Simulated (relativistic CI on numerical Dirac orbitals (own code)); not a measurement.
**Hyperfine structure of Pt LV, mass number 195**

Method of calculation: Dirac-Coulomb-Breit CI, KLI orbitals optimised for each configuration, model QED (radiative potential, 1s self-energy scaled to tabulated hydrogen-like ionisation energies), unscaled Slater integrals (own radial code, finite nucleus).

Configurations in the expansion (outside the closed core [Ne]): 3s2 3p6 3d6, 3s2 3p5 3d7, 3s2 3p4 3d8, 3s 3p6 3d7, 3p6 3d8, 3s 3p5 3d8, 3s2 3p6 3d5 4s, 3s2 3p6 3d5 4p, 3s2 3p4 3d7 4s, 3s2 3p6 3d5 4d, 3s2 3p5 3d6 4s, 3s2 3p6 3d5 4f, 3s2 3p6 3d4 4s2, 3s 3p6 3d6 4s, 3p6 3d7 4s, 3p6 3d7 4p. Levels of other configurations are missing.

Nuclear spin I = 1/2, μ = 0.6073 μN (tables of Stone and Pyykkö). The electronic factors are computed for point nuclear moments, without core polarisation or the Bohr-Weisskopf and QED corrections.

```tsv
Level	E (cm⁻¹)	A (MHz)
3s2 3p6 3d6 5D_3	666947	38910
3s2 3p6 3d6 3H_6	746155	81590
3s2 3p6 3d6 3G_5	746722	73350
3s2 3p6 3d6 3P_1	950836	39430
```

Levels with J = 0, under 50 % of one LS term, or S terms without an open s electron are left out. Small factors come from cancelling terms and can be off by tens of per cent or more.

At this charge energies of transitions that change n are usually good to better than 1 %, and those within a shell (Δn = 0) to a few per cent.

(1) Give the hyperfine levels of 3s2 3p6 3d6 5D_3 relative to its centre of gravity.

Results:

(1) With K = F(F + 1) − I(I + 1) − J(J + 1), E = AK/2: F = 5/2: -77830, F = 7/2: 58370 MHz.

LS names give the leading component of a level, which can be under half, so a name can repeat, a term be missing and a line seem to break the LS rules.
